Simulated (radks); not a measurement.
The numbers below are computed, except where a source is named.
Problem. The boron ion B2+, 3 electrons, occupied as [He] 2s1. Level of theory: non-relativistic Kohn-Sham, PBE, spin-unpolarised, spherical densities, point nucleus; without spin polarisation the odd electron is poorly described; hard spherical wall at 5 bohr (a radial shooting solver on a logarithmic mesh with Libxc functionals). Some entries of the table are withheld. Estimate them.

orbital  occ.  eigenvalue (eV)  <r> (bohr)
1s          2              (1)         (2)
2s          1         -31.4070         (3)
2p          0         -25.4087         (4)
3s          0              (5)       2.893
3d          0          -5.4748       2.717

Solution. 
(1) 1s eigenvalue (eV): -211.0486
(2) 1s <r> (bohr): 0.3283
(3) 2s <r> (bohr): 1.630
(4) 2p <r> (bohr): 1.570
(5) 3s eigenvalue (eV): -5.5331
